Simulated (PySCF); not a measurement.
Gas-phase reaction: 3 GaH + 3 HF → GaF3 + 2 GaH3. Level: PBE0/def2-QZVP†; standard pressure 1 bar.

Computed with PySCF and rigid-rotor harmonic-oscillator thermochemistry at 1 bar. † marks an energy on the PBE0/def2-TZVP geometry and frequencies. All species are closed-shell singlets. Ga: all electrons, no relativistic terms. GaH, GaH3: computed as isolated molecules; such fragments, hydroxides, amides, oligomers or adducts are transient or little studied in the gas. The harmonic model lacks anharmonicity and excited electronic states, which grow with temperature; levels with a mode under 35 cm⁻¹ are left out.

```json
[
 {"T (K)": "600", "1000/T (1/K)": "1.6667", "log10 K": "18.15"},
 {"T (K)": "800", "1000/T (1/K)": "1.2500", "log10 K": "8.48"},
 {"T (K)": "1000", "1000/T (1/K)": "1.0000", "log10 K": "2.72"},
 {"T (K)": "1200", "1000/T (1/K)": "0.8333", "log10 K": "-1.07"},
 {"T (K)": "1400", "1000/T (1/K)": "0.7143", "log10 K": "?"},
 {"T (K)": "1600", "1000/T (1/K)": "0.6250", "log10 K": "-5.72"}
]
```

**Question.** Fit log10 K = a + b·(1000/T) to the five rows, get the mean ΔH° and ΔS°, and predict log10 K at 1400 K.

**Answer.** Means: 1000/T = 1.0750, log10 K = 4.512. Sums of products about the means: Sxy = 14.85197, Sxx = 0.647278, so b = Sxy/Sxx = 22.95 and a = 4.512 − (22.95)×1.0750 = -20.16.
ΔH° = −R ln 10 × 1000 K × b = −19.145 × (22.95) = -439 kJ; ΔS° = R ln 10 × a = -386 J/K. The run's own values go from -446 kJ and -395 J/K at 600 K to -420 kJ and -372 J/K at 1600 K.
Prediction at 1400 K: -20.16 + (22.95)×0.7143 = -3.77. The computed value is -3.74, 0.03 from the line.
For scale, ΔH°(298 K) is -444 kJ at this level, -453 kJ at ωB97M-V/def2-TZVP†, and runs from -558 to -381 kJ over the 20 levels computed.
